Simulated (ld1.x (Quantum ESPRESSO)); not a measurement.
**u(r) = r·R(r): atom against pseudo-atom (H)**

Columns: radius, all-electron u(r) and pseudo u(r) of the 1s shell (level -6.49 eV) of hydrogen in the configuration 1s1; PBE, scalar-relativistic, TM scheme, ld1.x (Quantum ESPRESSO) 7.5.

```json
{"r (bohr)": "0.047", "all-electron": "0.0861", "pseudo": "0.0727"}
{"r (bohr)": "0.095", "all-electron": "0.1657", "pseudo": "0.1459"}
{"r (bohr)": "0.142", "all-electron": "0.2360", "pseudo": "0.2152"}
{"r (bohr)": "0.190", "all-electron": "0.3007", "pseudo": "0.2825"}
{"r (bohr)": "0.237", "all-electron": "0.3576", "pseudo": "0.3442"}
{"r (bohr)": "0.285", "all-electron": "0.4094", "pseudo": "0.4018"}
{"r (bohr)": "0.332", "all-electron": "0.4547", "pseudo": "0.4525"}
{"r (bohr)": "0.380", "all-electron": "0.4956", "pseudo": "0.4981"}
{"r (bohr)": "0.427", "all-electron": "0.5310", "pseudo": "0.5365"}
{"r (bohr)": "0.475", "all-electron": "0.5628", "pseudo": "0.5697"}
{"r (bohr)": "0.522", "all-electron": "0.5898", "pseudo": "0.5969"}
{"r (bohr)": "0.570", "all-electron": "0.6137", "pseudo": "0.6199"}
{"r (bohr)": "0.617", "all-electron": "0.6337", "pseudo": "0.6385"}
{"r (bohr)": "0.665", "all-electron": "0.6510", "pseudo": "0.6541"}
{"r (bohr)": "0.712", "all-electron": "0.6652", "pseudo": "0.6669"}
{"r (bohr)": "0.760", "all-electron": "0.6770", "pseudo": "0.6777"}
{"r (bohr)": "0.807", "all-electron": "0.6861", "pseudo": "0.6864"}
{"r (bohr)": "0.855", "all-electron": "0.6933", "pseudo": "0.6934"}
{"r (bohr)": "0.902", "all-electron": "0.6984", "pseudo": "0.6984"}
{"r (bohr)": "0.950", "all-electron": "0.7017", "pseudo": "0.7017"}
{"r (bohr)": "0.997", "all-electron": "0.7034", "pseudo": "0.7034"}
{"r (bohr)": "1.045", "all-electron": "0.7036", "pseudo": "0.7036"}
{"r (bohr)": "1.092", "all-electron": "0.7024", "pseudo": "0.7024"}
{"r (bohr)": "1.140", "all-electron": "0.7000", "pseudo": "0.7000"}
{"r (bohr)": "1.187", "all-electron": "0.6965", "pseudo": "0.6965"}
{"r (bohr)": "1.235", "all-electron": "0.6920", "pseudo": "0.6920"}
```

(1) How many radial nodes do the two functions have?

(2) At about which radius was the pseudo-wave matched?

(3) Is the pseudo-wave norm-conserving?

Answers

(1) The all-electron 1s function has n − l − 1 = 0; the pseudo-wave has 0.

(2) 0.95 bohr. The columns agree to 0.0005 from 0.81 bohr on; several derivatives are matched, so the curves merge somewhat inside the radius.

(3) Yes: the TM scheme keeps the norm inside the radius equal to the all-electron one, which fixes the energy derivative of the logarithmic derivative at the level.
